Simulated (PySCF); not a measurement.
ClH3O3Sn, SMILES [OH][Sn]([OH])([OH])[Cl].

The structure is a stationary point at B3LYP-D3(BJ)/def2-SVP. The structure was generated by enumeration; whether it is a known compound was not checked. The def2 effective core potentials stand for the cores of Sn; spin–orbit coupling is left out. The values are those of a single conformer.

All values below come from ωB97X/def2-TZVP in PySCF.

Isolated molecule, no solvent.

Computed frontier levels, gap, dipole moment and polarisability:
```yaml
highest_occupied_level: -11.85 eV
lowest_empty_level: -0.36 eV
orbital_gap: 11.49 eV
dipole_moment: 0.99 D
quadrupole, principal values (traceless, Buckingham form, about the centre of nuclear charge): -10.75, 5.38, 5.38 D·Å
mean_static_polarisability: 57.8 bohr³ (8.56 Å³)
polarisability_principal_values: 54.0, 54.0, 65.3 bohr³
```
